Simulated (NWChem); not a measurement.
# CH$_{3}$AlBrF; SMILES [Al]([F])([Br])[CH3]

```xyz
7

Al     0.0449     0.9353     0.0002
F      1.5567     1.6293    -0.0001
Br     0.0050    -1.3122     0.0000
C     -1.5366     2.0429     0.0000
H     -2.4626     1.4497     0.0088
H     -1.5482     2.6921    -0.8909
H     -1.5395     2.7059     0.8806
```
Atoms are numbered in this order, from 1.

All runs: NWChem. Structure relaxed at the PBE0/def2-SVP level. Ions are spin-unrestricted doublets at the neutral geometry; other ion states weren't tried.

For level CAM-B3LYP/def2-SVP:

```
Property                               Result
-------------------------------------  ------
vertical ionisation energy, ΔSCF (eV)   10.98
−ε(HOMO) (eV)                            9.76
```

### Question
What are these values for level PBE/def2-SVP?

### Answer
* **vertical ionisation energy, ΔSCF (eV)**: 10.42
* **−ε(HOMO) (eV)**: 7.15
